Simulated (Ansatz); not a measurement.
A nudged elastic band was laid between two geometries of Cl2Zn + H4Si (8 atoms, charge 0, multiplicity 1).

The calculation used RKS BLYP/def2-SVP (Ansatz 0.2.0).

```json
{"movable images": "9", "climbing image": "yes", "spring": "5.0 eV/Å²", "optimiser": "quadratic models (default)", "start path": "through a guess of the saddle point", "force threshold": "0.05 eV/Å", "iteration limit": "60", "end points": "relaxed"}
```

Initial state:

```xyz
8
Properties=species:S:1:pos:R:3
Zn 0.513 0.059 0.348
Cl 1.664 -0.117 2.129
Cl -0.314 0.273 -1.611
Si -2.961 -0.041 1.060
H -3.259 -1.133 0.086
H -3.791 -0.197 2.298
H -3.178 1.307 0.452
H -1.509 -0.150 1.474
```

Final state:

```xyz
8
Properties=species:S:1:pos:R:3
Zn -0.869 -0.048 -0.473
Cl 0.735 0.193 2.163
Cl 0.877 -0.076 -1.730
Si -2.968 -0.012 0.619
H -4.034 -0.775 -0.118
H -2.863 -0.615 1.997
H -3.463 1.397 0.803
H -0.250 -0.064 2.975
```

Task: Which bonds break or form, and what moves?

Result: Bonds broken: Zn1–Cl2, Si4–H8. Bonds formed: Zn1–Si4, Cl2–H8. Cl2Zn + H4Si becomes ClH + ClH3SiZn.

Task: Give the energies along the band, and the barrier.

Result: It converged. The highest image is number 5 of 0 to 10, 37.3 kcal/mol above the first end and 17.7 kcal/mol above the last; the last end lies 19.6 kcal/mol above the first. A vibrational analysis at the climbing image gives one clearly imaginary mode, 851i cm⁻¹: a first-order saddle point. The orbitals stay closed-shell, which can raise the energy where a bond breaks towards radicals; this wasn't checked here.

| image | path coordinate (Å) | energy (kcal/mol) | Zn1–Cl2 (Å) | Si4–H8 (Å) | Zn1–Si4 (Å) |
| --- | --- | --- | --- | --- | --- |
| 0 | 0.00 | 0.0 | 2.13 | 1.51 | 3.55 |
| 1 | 0.50 | 0.2 | 2.13 | 1.51 | 3.61 |
| 2 | 0.99 | 1.4 | 2.13 | 1.51 | 3.53 |
| 3 | 1.49 | 7.0 | 2.16 | 1.51 | 3.22 |
| 4 | 1.98 | 23.1 | 2.25 | 1.62 | 2.84 |
| 5 | 2.48 | 37.3 | 2.43 | 1.94 | 2.57 |
| 6 | 2.96 | 29.0 | 2.72 | 2.32 | 2.43 |
| 7 | 3.43 | 23.1 | 2.94 | 2.62 | 2.38 |
| 8 | 3.91 | 20.2 | 3.01 | 2.95 | 2.37 |
| 9 | 4.39 | 19.7 | 3.09 | 3.37 | 2.37 |
| 10 | 4.87 | 19.6 | 3.09 | 3.60 | 2.37 |

Task: What is the geometry of the highest image?

Result: 
```xyz
8
Properties=species:S:1:pos:R:3
Zn -0.404 0.036 -0.007
Cl 0.619 -0.100 2.195
Cl 0.471 0.124 -1.959
Si -2.764 0.006 1.020
H -3.409 -1.011 0.123
H -3.100 -0.348 2.438
H -3.305 1.373 0.726
H -0.945 -0.079 1.699
```

Task: What are the harmonic wavenumbers there?

Result: 851i, 35, 82, 83, 136, 261, 281, 304, 407, 467, 676, 827, 900, 909, 1197, 2150, 2166, 2173 cm⁻¹.

Run time: 2.7 min on 2 threads of Intel(R) Xeon(R) Platinum 8488C (Sapphire Rapids), on a shared host, peak memory 0.18 GiB.
